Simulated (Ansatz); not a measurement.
Cost and result for the atomization energy of `C=[C]1[AlH][AlH]1` (8 atoms, 8 bonds).

Charge 0, multiplicity 1. The geometry is a stationary point of PBE0-D4/def2-TZVP. Program: Ansatz. All runs use 2 threads of an Arm Neoverse V1 on a shared host. Times are those of one run each, without the atoms' runs, and a repeat can differ threefold. Electronic energies, without spin–orbit coupling; frozen cores. CCSD(T)/CBS adds CCSD(T) − MP2 in def2-TZVPP to the MP2 limit, and its time is that of the two runs behind it. T1 = 0.019. HSE06 is the plane-wave form, built on full-range PBE exchange.

CCSD(T)/CBS is a level of theory with its own doubt, some kJ/mol a heavy atom from the limit and from the frozen cores, so smaller differences don't rank the functionals.

| level | functions | wall time | atomization (kcal/mol) | difference from CCSD(T)/CBS | per bond |
| --- | --- | --- | --- | --- | --- |
| CCSD(T)/def2-SVP | 84 | 4.5 s | 584.4 | -32.2 | -4.0 |
| BHLYP-D4/def2-TZVPP | 202 | 6 s | 594.5 | -22.1 | -2.8 |
| PBE0-D4/def2-TZVPP | 202 | 6 s | 619.7 | 3.1 | 0.4 |
| HSE06-D4/def2-TZVPP | 202 | 6.5 s | 620.4 | 3.8 | 0.5 |
| CAM-B3LYP-D4/def2-TZVPP | 202 | 6.5 s | 611.9 | -4.7 | -0.6 |
| r2SCANh-D4/def2-TZVPP | 202 | 10 s | 620.8 | 4.2 | 0.5 |
| B2PLYP/def2-TZVPP | 202 | 11 s | 607.7 | -8.9 | -1.1 |
| ωB97X-V/def2-TZVPP | 202 | 14 s | 615.5 | -1.1 | -0.1 |
| B97M-V/def2-TZVPP | 202 | 17 s | 631.1 | 14.5 | 1.8 |
| ωB97M-V/def2-TZVPP (with forces) | 202 | 20 s | 616.1 | -0.5 | -0.1 |
| MP2/def2-QZVPP | 374 | 40 s | 619.9 | 3.3 | 0.4 |
| CCSD(T)/def2-TZVPP | 202 | 62 s | 599.8 | -16.8 | -2.1 |
| CCSD(T)/CBS(def2) | – | 100 s | 616.6 | 0.0 | 0.0 |

From r2SCAN to r2SCAN0 (25 % exact exchange), in def2-TZVPP and without D4, the atomization energy moves by −12.7 kcal/mol: exact exchange takes away binding that semilocal exchange gives to molecules. The D4 term adds +6.5 kcal/mol with B3LYP and +3.4 kcal/mol with PBE0; it sums over pairs of atoms, weighted by their polarisabilities, and B3LYP, whose exchange is more repulsive, gets the larger term. In def2-TZVPP, CCSD(T) changes the Hartree–Fock value by +161.2 kcal/mol (the triples alone add +13.7 kcal/mol) and MP2 by +171.4 kcal/mol; breaking electron pairs costs correlation energy, which Hartree–Fock lacks.

B3LYP here is the variant with VWN-RPA as its local correlation; programs differ in this.
